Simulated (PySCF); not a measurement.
CH4F2SSi, SMILES C[Si](F)(F)S. Atoms are numbered in the order given.

```xyz
9

C     -1.6885    -1.0506    -0.1223
Si    -0.3002     0.1672    -0.0083
F     -0.5257     1.0790     1.3118
F     -0.3201     1.1754    -1.2727
S      1.6558    -0.6838    -0.0081
H     -1.6813    -1.7326     0.7426
H     -2.6573    -0.5261    -0.1368
H     -1.5984    -1.6537    -1.0384
H      1.3908    -1.4733     1.0599
```

Geometry optimised at B3LYP-D3(BJ)/def2-SVP. Other conformers were not sampled.

Calculation: PBE/pcSseg-1 (PySCF).

GIAO shieldings, no solvent; atoms listed in one row are averaged. δ = σ(ref) − σ: ¹³C against TMS (σ = 182.0 ppm); ²⁹Si against TMS (σ = 335.4 ppm); ¹⁹F against CFCl3 (σ = 133.6 ppm); ³³S against H2S (σ = 706.5 ppm); ¹H against TMS (σ = 31.49 ppm), references at their B3LYP-D3(BJ)/def2-TZVP geometries, non-relativistic.

Computed chemical shifts:
```csv
nucleus,atoms,count,δ (ppm)
¹³C,C1,1,4.7
²⁹Si,Si2,1,15.3
¹⁹F,F3,1,-133.2
¹⁹F,F4,1,-159.9
³³S,S5,1,43.6
¹H,H9,1,0.78
¹H,"H6, H7, H8",3,0.78
```
